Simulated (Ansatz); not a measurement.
**InI (indium iodide (ini)): the electronic atomisation energy, rung by rung**

InI: 2 atoms, total charge 0, spin state singlet. SMILES: `[In][I]`. Geometry: a GFN2-xTB relaxation, a rough one for these elements and not checked as a minimum.

```xyz
2

In    0.0000    0.0000    0.0000
I     0.0000    0.0000    2.7892
```

Each level gives the electronic atomisation energy (eV). The values are calculated. Electronic energies at fixed atoms, without zero-point motion or spin-orbit coupling.

```tsv
level	kind	program	value (eV)	less FCI/STO-3G	CPU time (all runs)
HF/STO-3G	Hartree–Fock	Ansatz	4.48	-0.32	1.7 s
SVWN5/STO-3G	LDA	Ansatz	5.99	+1.19	4 s
BLYP/STO-3G	GGA	Ansatz	5.40	+0.60	6.3 s
B3LYP/STO-3G	global hybrid	Ansatz	5.32	+0.52	6.7 s
HSE06/STO-3G	range-separated hybrid	Ansatz	5.43	+0.63	8.2 s
wB97M-V/STO-3G	range-separated hybrid	Ansatz	5.50	+0.70	49 s
B2PLYP/STO-3G	double hybrid	Ansatz	5.11	+0.31	7 s
MP2/STO-3G	perturbation theory	Ansatz	4.73	-0.07	1.9 s
BCCD(T)/STO-3G	coupled cluster or CI	Ansatz	4.80	0.00	2.6 s
FCI/STO-3G	exact in the basis	Ansatz	4.80	0.00	3 s
```

FCI/STO-3G is exact within its basis and frozen core, so for wave-function methods in that basis the difference is their error; functionals converge differently with the basis, so for them it is only a difference. All-electron rows without a relativistic Hamiltonian named are non-relativistic. The values span 4.48 to 5.99 eV. All rows use very small basis sets, so none should be taken for the real molecule's value. In the correlated wave-function rows the outer d shell of I, In is correlated, in sets not made for it. In so small a basis fixed costs decide the times, and correlated methods can beat functionals. CPU times are rough (shared hosts, several kinds of processor and program).
